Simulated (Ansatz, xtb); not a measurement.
**Isomers of C2H9NSi in order of energy**

9 gas-phase structures of C2H9NSi, found in a search over its isomers (lower ones may exist). Each was relaxed with GFN2-xTB; where two conformers were screened, the lower at r2SCAN-D4/def2-SVP is listed:

A. `C[C@H](N)[SiH3]`, a singlet
B. `CCN[SiH3]`, a singlet
C. `C[SiH](C)N`, a singlet
D. `NCC[SiH3]`, a singlet
E. a singlet given by its coordinates
F. `CNC[SiH3]`, a singlet
G. `CN[SiH2]C`, a singlet
H. `CC[SiH2]N`, a singlet
I. `CN(C)[SiH3]`, a singlet

E (Å):

```xyz
13

C    -2.3899    1.7126   -0.2025
C    -0.4774   -0.3218   -1.2098
N     0.3503    2.4699   -0.8916
Si   -1.3499    1.3017   -1.7719
H    -2.6432    2.7714   -0.1640
H    -3.3335    1.1689   -0.2349
H    -1.9021    1.4565    0.7414
H    -0.2173   -0.3488   -0.1488
H     0.4366   -0.4944   -1.7771
H    -1.1284   -1.1733   -1.4038
H     0.5385    2.1673    0.0575
H     1.1765    2.3308   -1.4577
H     0.1069    3.4513   -0.8883
```

Close contacts (Å): C1–Si4 1.93, C2–Si4 1.93, N3–Si4 2.24, C1–H5 1.09, C1–H6 1.09, C1–H7 1.09, C2–H8 1.09, C2–H9 1.09, C2–H10 1.09, N3–H11 1.01, N3–H12 1.01, N3–H13 1.01.

Question: Which do you expect lowest at r2SCAN-D4/def2-SVP, and how would the others follow?

Answer: Calculated order at r2SCAN-D4/def2-SVP: C (0.0), H (12.3), G (17.6), B (25.3), I (32.4), D (36.8), A (39.0), E (42.7), F (44.7) kcal/mol.

Energies above the lowest of each column, in kcal/mol; the last columns are at B3LYP-D3(BJ)/6-311G** geometries and were run for some of them only (a dash: not run or not comparable):

| structure | GFN2-xTB | HF/STO-3G | r2SCAN-D4/def2-SVP | B3LYP-D3(BJ)/6-311G** | CCSD(T)/def2-SVP + ΔMP2/def2-TZVPP |
| --- | --- | --- | --- | --- | --- |
| C | 12.4 | 0.0 | 0.0 | 0.0 | 0.0 |
| H | 9.0 | 12.6 | 12.3 | 12.7 | 13.0 |
| G | 8.4 | 13.3 | 17.6 | 18.8 | – |
| B | 0.0 | 23.0 | 25.3 | – | – |
| I | 0.3 | 26.2 | 32.4 | – | – |
| D | 25.5 | 30.9 | 36.8 | – | – |
| A | 26.1 | 32.9 | 39.0 | – | – |
| E | 69.2 | 53.6 | 42.7 | – | – |
| F | 26.2 | 33.6 | 44.7 | – | – |

CCSD(T)/def2-SVP + ΔMP2/def2-TZVPP puts C lowest of those it was run on; GFN2-xTB picks B. Flexible structures stand in one conformer each, not always the lowest. Frequencies (B3LYP-D3(BJ)/6-311G**) were run for C, H alone. The ΔMP2 step shifts differences by up to 3.1 kcal/mol, which makes them less sure. ΔMP2 is the change of the MP2 energy from the smaller to the larger basis.

Over these structures GFN2-xTB departs from r2SCAN-D4/def2-SVP by 13.4 kcal/mol on average once a common shift is removed. A GFN2-xTB relaxation took about 0.066 s and the r2SCAN-D4/def2-SVP energy about 1.8 s on a shared host (Ansatz 0.2.0, xtb 6.7.1 (Pople sets with spherical d functions)).
